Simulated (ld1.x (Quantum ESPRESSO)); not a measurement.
**Mo (Z = 42): one change to a PAW potential, before and after**

Mo, PAW, made with ld1.x (Quantum ESPRESSO) 7.5 (Wu–Cohen, scalar-relativistic). Core [Kr], reference 4d5 5s0 5p1. Waves: 5s (bound, empty): rcut 2.55, rcutus 3.10 bohr; 5s channel at 0.85 Ry: rcut 2.55, rcutus 3.10 bohr; 5p (bound): rcut 2.35, rcutus 3.00 bohr; 5p channel at 0.45 Ry: rcut 2.35, rcutus 3.00 bohr; 4d (bound): rcut 1.60, rcutus 1.95 bohr; 4d channel at 0.15 Ry: rcut 1.60, rcutus 1.95 bohr. Local part: all-electron potential smoothed inside 1.90 bohr (lloc = -1). Core correction: Bessel-smoothed model core inside 1.95 bohr. Augmentation charge: BESSEL, radius 1.80 bohr.

Change: local potential all-electron potential smoothed inside 1.98 bohr (lloc = -1).

Cutoffs: the cutoffs (Ry, on a coarse ladder) from which the occupation-weighted sum of valence levels, in a spherical-Bessel basis at the reference potential, stays within 10 and 1 mRy of its value at 400 Ry; they do not see the model core or the augmentation charge, which bear on the density cutoff. Errors are all-electron minus pseudo energies relative to the spin-unpolarised reference configuration.

**Question.** Predict the effect on cutoff, ghosts and configuration errors.

**Answer.** The potential gets neither clearly harder nor softer (30 Ry and 40 Ry → 30 Ry and 40 Ry); both files keep a bound ghost (p, s); of the 7 tests that both files solve, the error grows in 0 and shrinks in 1 by more than 15 % and 0.3 meV (median size 6.6 → 6.7 meV).

| quantity | base | changed |
| --- | --- | --- |
| cutoff, loose | 30 Ry | 30 Ry |
| cutoff, tight | 40 Ry | 40 Ry |
| bound ghosts | s, p | s, p |
| error for 4d5 5s1 5p0, meV [ΔE -3.23 eV] | +1.1 | +0.2 |
| error for 4d5 5s0 5p0, meV [ΔE 3.66 eV] | -2.4 | -2.5 |
| error for 4d4 5s0 5p0, meV [ΔE 19.11 eV] | -69 | -69 |
| error for 4d5 5s0.5 5p0, meV [ΔE -0.49 eV] | -0.2 | -0.3 |
| error for 4d2 5s0 5p0, meV [ΔE 85.32 eV] | -1586 | -1584 |
| error for 4d5.5 5s0.5 5p0, meV [ΔE -2.94 eV] | -6.6 | -6.7 |
| error for 4d6 5s0 5p0, meV [ΔE -2.45 eV] | -23 | -23 |
| s: phases at 3.34 bohr within 0.05 rad from the reference energy up to (Ry; the scan ends near 5) | 2.8 | 2.8 |
| p: phases at 3.34 bohr within 0.05 rad from the reference energy up to (Ry; the scan ends near 5) | 3.4 | 3.3 |
| d: phases at 3.34 bohr within 0.05 rad from the reference energy up to (Ry; the scan ends near 5) | to the end of the scan | to the end of the scan |
| lowest overlap eigenvalue by channel | s 0.29, p 0.58, d 0.96 | s 0.31, p 0.59, d 0.96 |

 A true bound ghost makes a file unfit for plane-wave use even where its test errors are small: the radial tests pick states by their node count and pass the ghost by.
